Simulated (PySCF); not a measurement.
Species: C9H5OP.
Numbering: `[CH:1]#[C:2][c:3]1[o:4][c:5]2[cH:6][cH:7][cH:8][cH:9][c:10]2[p:11]1` (hydrogens: H12 on C1; H13 on C6; H14 on C7; H15 on C8; H16 on C9)

Geometry (PBE0-D3(BJ)/def2-SVP, Å), atoms numbered from 1 in this order:
```xyz
16
C9H5OP angstrom
C      4.4797   -0.9520   -0.2083
C      3.2723   -0.8384   -0.1451
C      1.8650   -0.7421   -0.0830
O      1.3711    0.4499    0.3329
C      0.0234    0.4414    0.3564
C     -0.7259    1.5508    0.7473
C     -2.1072    1.4245    0.7299
C     -2.7223    0.2229    0.3333
C     -1.9629   -0.8709   -0.0522
C     -0.5601   -0.7727   -0.0453
P      0.7113   -1.9605   -0.4766
H      5.5483   -1.0527   -0.2622
H     -0.2282    2.4728    1.0512
H     -2.7268    2.2727    1.0295
H     -3.8123    0.1539    0.3302
H     -2.4470   -1.8010   -0.3594
```

The closed-shell ground state was solved at several levels (PySCF, density fitting, gas phase, non-relativistic).

```tsv
level	basis functions	HOMO (eV)	LUMO (eV)	gap (eV)	dipole (D)
PBE0/pcSseg-1	219	-6.53	-2.07	4.46	1.00
PBE0/def2-SVPD	267	-6.50	-2.06	4.44	1.11
```

Task: Estimate the row for wB97X-D/pcSseg-2, a basis of 473 functions; the other rows only guide the guess.

Result: HOMO -8.11 eV, LUMO -0.47 eV, gap 7.64 eV, dipole 1.09 D.

Task: Over all these levels, which gives the widest orbital gap and which the narrowest?

Result: wB97X-D/pcSseg-2 (range-separated hybrid) has the widest, 7.64 eV, and PBE0/def2-SVPD (global hybrid, 25 % exact exchange) the narrowest, 4.44 eV. Functional and basis both differ between the two, so the spread mixes both effects.

Task: How far do the dipole and the HOMO energy spread over the levels?

Result: The dipole runs from 1.00 to 1.11 D (mean 1.07 D) and the HOMO from -8.11 to -6.50 eV.
